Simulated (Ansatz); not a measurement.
Be13O13⁺, a nanocrystal cut from zinc blende BeO (bare). Charge 1, multiplicity 2. Geometry PBE-D4/def2-SVP, that of the neutral singlet; atoms count from 1.

```xyz
26

O    -0.020   -1.106   -1.704
O     2.296    0.221   -1.746
O     0.174    1.158   -3.226
O    -1.310    1.242   -0.930
O     1.037    2.512   -0.992
O     1.990   -2.085   -0.245
O    -0.429   -3.395   -0.263
O    -1.619   -1.081    0.581
O     0.431   -2.061    1.984
O     1.229    0.394    0.855
O    -0.550    2.537    1.277
O    -0.850    0.270    2.752
O    -2.958    1.207    1.252
Be    0.771   -0.033   -2.590
Be    0.448   -2.468   -1.005
Be    2.535   -1.075   -1.136
Be   -1.165   -0.373   -0.811
Be    1.656    1.101   -0.578
Be   -0.249    1.824   -1.978
Be   -1.925    1.850    0.418
Be    0.320    2.955    0.192
Be    1.344   -1.253    0.954
Be   -0.816   -2.449    0.802
Be   -2.169    0.013    1.613
Be   -0.208   -1.032    2.787
Be    0.037    1.126    1.737
```

Single mean-field runs in def2-TZVP are fitted with def2-universal-jkfit.

Problem. Estimate the Mulliken populations from the PBE0/def2-TZVP orbitals of Ansatz.

Solution. 
```tsv
atom	charge (e)	spin (α − β)
O1	-0.19	0.03
O2	-0.18	0.01
O3	-0.10	0.38
O4	-0.19	0.03
O5	-0.18	0.01
O6	-0.17	0.01
O7	-0.12	0.30
O8	-0.20	0.01
O9	-0.18	0.00
O10	-0.36	0.00
O11	-0.17	0.01
O12	-0.18	0.00
O13	-0.12	0.30
Be14	0.20	-0.02
Be15	0.19	-0.02
Be16	0.10	0.00
Be17	0.44	0.00
Be18	0.47	0.00
Be19	0.20	-0.02
Be20	0.19	-0.02
Be21	0.10	0.00
Be22	0.47	0.00
Be23	0.20	-0.01
Be24	0.20	-0.01
Be25	0.10	0.00
Be26	0.47	0.00
```
Mulliken values depend strongly on the basis.

Problem. Where does the spin sit?

Solution. Summed by element: O 1.10, Be -0.10, of 1 unpaired in all. Largest on single atoms: O3 0.38, O13 0.30, O7 0.30.

Problem. And the Mayer bond orders between heavy atoms (over 0.3)?

Solution. O1–Be14 0.86 (1.60 Å); O1–Be15 0.84 (1.60 Å); O1–Be17 0.70 (1.63 Å); O2–Be14 0.43 (1.76 Å); O2–Be16 1.25 (1.45 Å); O2–Be18 0.69 (1.60 Å); O3–Be14 1.12 (1.48 Å); O3–Be19 1.12 (1.48 Å); O4–Be17 0.70 (1.63 Å); O4–Be19 0.86 (1.60 Å); O4–Be20 0.84 (1.60 Å); O5–Be18 0.69 (1.60 Å); O5–Be19 0.43 (1.76 Å); O5–Be21 1.25 (1.45 Å); O6–Be15 0.42 (1.76 Å); O6–Be16 1.26 (1.45 Å); O6–Be22 0.69 (1.60 Å); O7–Be15 1.16 (1.48 Å); O7–Be23 1.15 (1.48 Å); O8–Be17 0.71 (1.63 Å); O8–Be23 0.84 (1.60 Å); O8–Be24 0.84 (1.60 Å); O9–Be22 0.70 (1.60 Å); O9–Be23 0.42 (1.76 Å); O9–Be25 1.25 (1.45 Å); O10–Be18 0.79 (1.65 Å); O10–Be22 0.78 (1.65 Å); O10–Be26 0.78 (1.65 Å); O11–Be20 0.42 (1.76 Å); O11–Be21 1.26 (1.45 Å); O11–Be26 0.69 (1.60 Å); O12–Be24 0.42 (1.76 Å); O12–Be25 1.25 (1.45 Å); O12–Be26 0.70 (1.60 Å); O13–Be20 1.16 (1.48 Å); O13–Be24 1.15 (1.48 Å).
